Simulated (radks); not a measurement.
All-electron atom: Ga+ in [Ar] 3d10 4s2.

Method: scalar-relativistic Kohn-Sham, PBE, spin-polarised, spherical densities, finite nucleus; Fermi nuclear charge, rms radius 3.9973 fm; computed with a radial shooting solver on a logarithmic mesh with Libxc functionals.

Energy parts (eV):
part                       energy
total                  -52891.266
kinetic                 53790.462
electron-nucleus      -127216.468
Hartree                 22583.410
exchange-correlation    -2048.670

Orbitals (lengths in bohr, moments of r in powers of bohr; r(max) is where P^2 peaks):
| orbital | occ. | eigenvalue (eV) | r(max) |
|---|---|---|---|
| 1s | 2 | -10238.19 | 0.03178 |
| 2s | 2 | -1270.582 | 0.1824 |
| 2p | 6 | -1107.116 | 0.1464 |
| 3s | 2 | -156.4050 | 0.5645 |
| 3p | 6 | -107.1441 | 0.5669 |
| 3d | 10 | -27.4226 | 0.5335 |
| 4s | 2 | -16.3320 | 1.849 |

The highest occupied level is 4s at -16.332 eV. Summed over all electrons, <r^2> = 24.46 bohr^2, which gives a Langevin (diamagnetic) susceptibility term of -19.4 x 10^-6 cm^3/mol. The electron density at the nucleus is 2.856e+04 e/bohr^3 (large components only). For comparison, the ionisation energy in NIST's Atomic Spectra Database is 20.515 eV (measured). In exact Kohn-Sham theory the highest level is minus the ionisation energy, but local and semilocal functionals leave it too shallow, through self-interaction and a potential that decays too fast; potentials with the right tail come closer.
